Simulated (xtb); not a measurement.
SiBr4, SMILES Br[Si](Br)(Br)Br. All values are semi-empirical tight-binding results from xtb (GFN2-xTB unless named), good for trends rather than for accurate numbers. The structure is a stationary point at GFN2-xTB. The isomer is the one that the SMILES or the coordinates give; other isomers of the formula were not compared.

Optimised geometry:

Bond lengths (Å): Br1–Si2 2.209, Si2–Br3 2.209, Si2–Br4 2.209, Si2–Br5 2.209. Angles (°): Br1–Si2–Br3 109.5, Br1–Si2–Br4 109.5, Br1–Si2–Br5 109.5, Br3–Si2–Br4 109.5, Br3–Si2–Br5 109.5, Br4–Si2–Br5 109.5.

* **point group as xtb finds it**: Td
* **orbital gap**: 6.07 eV
* **zero-point energy**: 3.0 kcal/mol
* **G − E(el) at 298.15 K (modified RRHO)**: -19.1 kcal/mol
* **static polarisability (D4 model)**: 110.3 bohr³
* **solvation energy, GFN2-xTB/ALPB(water)**: -0.7 kcal/mol
* **solvation energy, GFN2-xTB/ALPB(acetone)**: -9.5 kcal/mol

**Question.** Give the atomic charges and the Wiberg bond orders between heavy atoms. (Estimate from the structure and the level; the computed values follow.)

**Answer.** charges (e) Br1 -0.14, Si2 0.58, Br3 -0.14, Br4 -0.14, Br5 -0.14. Bond orders Br1–Si2 1.08, Si2–Br3 1.08, Si2–Br4 1.08, Si2–Br5 1.08.
